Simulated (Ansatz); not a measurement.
The cluster Pd₂S₂. The state is a singlet with charge 0. Geometry PBE0-D4/def2-SVP.

Cartesian coordinates in Å:
```
Pd 0.7713 1.1527 -0.9425
Pd 1.0318 -1.3100 -0.1766
S -1.0621 -0.9320 0.4429
S -0.7410 1.0893 0.6762
```

In the def2 sets Pd takes a core potential; there is no spin–orbit coupling. HSE06 is defined as in plane-wave codes, on full-range PBE exchange. The restricted singlet is unstable towards broken spin symmetry in Hartree–Fock (as tested in another run); at PBE-D4/def2-TZVP, r2SCAN-D4/def2-TZVP, PBE0-D4/def2-TZVP, HSE06-D4/def2-TZVP and others this wasn't settled. At PBE-D4/def2-TZVP an occupied level of the charge 0 singlet lies above an empty one (by up to 0.02 eV), so this SCF solution is probably not the lowest. No other spin state of charge 0 was run. Another isomer (triplet) lies 0.39 eV lower at PBE0-D4/def2-TZVP; other spin states weren't run for this one.

Q: Estimate the orbital energies around the gap (eV) in Ansatz with PBE-D4/def2-TZVP, r2SCAN-D4/def2-TZVP, PBE0-D4/def2-TZVP, HSE06-D4/def2-TZVP, ωB97M-V/def2-TZVP.

A: 
```tsv
orbital	PBE-D4/def2-TZVP	r2SCAN-D4/def2-TZVP	PBE0-D4/def2-TZVP	HSE06-D4/def2-TZVP	ωB97M-V/def2-TZVP
HOMO−9	-7.52	-7.63	-8.67	-8.27	-10.84
HOMO−8	-6.94	-7.14	-8.39	-7.98	-10.78
HOMO−7	-6.64	-6.84	-8.15	-7.75	-10.52
HOMO−6	-6.30	-6.47	-7.62	-7.22	-9.95
HOMO−5	-6.14	-6.31	-7.57	-7.17	-9.84
HOMO−4	-5.76	-5.89	-7.00	-6.60	-9.35
HOMO−3	-5.60	-5.77	-6.95	-6.55	-9.28
HOMO−2	-5.42	-5.60	-6.86	-6.47	-9.00
HOMO−1	-5.40	-5.56	-6.75	-6.35	-8.98
HOMO	-4.23	-4.30	-5.20	-4.81	-7.28
LUMO	-4.25	-4.17	-3.44	-3.80	-1.59
LUMO+1	-3.67	-3.45	-2.75	-3.11	-1.07
LUMO+2	-2.32	-2.01	-1.40	-1.76	0.06
LUMO+3	-1.29	-1.00	-0.32	-0.68	0.99
LUMO+4	-0.48	-0.12	0.24	-0.09	1.26
LUMO+5	-0.42	-0.10	0.39	0.04	1.92
```
